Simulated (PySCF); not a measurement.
C2H2Cl2, SMILES C(/Cl)=C/Cl.

Coordinates come from a ωB97X-D3(BJ)/def2-SVP optimisation.

The numbers are results of ωB97X-D3(BJ)/def2-SVP (PySCF), not measurements.

Frequencies are harmonic and unscaled.

```json
[
 {"mode": "1", "ν (cm⁻¹)": "171", "IR (km/mol)": "0.3", "moving atoms (share of kinetic energy)": "Cl 92 %"},
 {"mode": "2", "ν (cm⁻¹)": "422", "IR (km/mol)": "0.0", "moving atoms (share of kinetic energy)": "C 73 %, H 20 %"},
 {"mode": "3", "ν (cm⁻¹)": "587", "IR (km/mol)": "5.9", "moving atoms (share of kinetic energy)": "C 66 %, Cl 29 %"},
 {"mode": "4", "ν (cm⁻¹)": "728", "IR (km/mol)": "52.4", "moving atoms (share of kinetic energy)": "H 80 %, C 19 %"},
 {"mode": "5", "ν (cm⁻¹)": "759", "IR (km/mol)": "22.9", "moving atoms (share of kinetic energy)": "C 62 %, Cl 33 %"},
 {"mode": "6", "ν (cm⁻¹)": "888", "IR (km/mol)": "76.1", "moving atoms (share of kinetic energy)": "C 63 %, H 20 %, Cl 16 %"},
 {"mode": "7", "ν (cm⁻¹)": "941", "IR (km/mol)": "0.0", "moving atoms (share of kinetic energy)": "H 78 %, C 22 %"},
 {"mode": "8", "ν (cm⁻¹)": "1206", "IR (km/mol)": "0.1", "moving atoms (share of kinetic energy)": "H 96 %"},
 {"mode": "9", "ν (cm⁻¹)": "1321", "IR (km/mol)": "21.7", "moving atoms (share of kinetic energy)": "H 76 %, C 23 %"},
 {"mode": "10", "ν (cm⁻¹)": "1721", "IR (km/mol)": "32.2", "moving atoms (share of kinetic energy)": "C 95 %"},
 {"mode": "11", "ν (cm⁻¹)": "3242", "IR (km/mol)": "12.6", "moving atoms (share of kinetic energy)": "H 92 %"},
 {"mode": "12", "ν (cm⁻¹)": "3262", "IR (km/mol)": "0.6", "moving atoms (share of kinetic energy)": "H 91 %, C 9 %"}
]
```
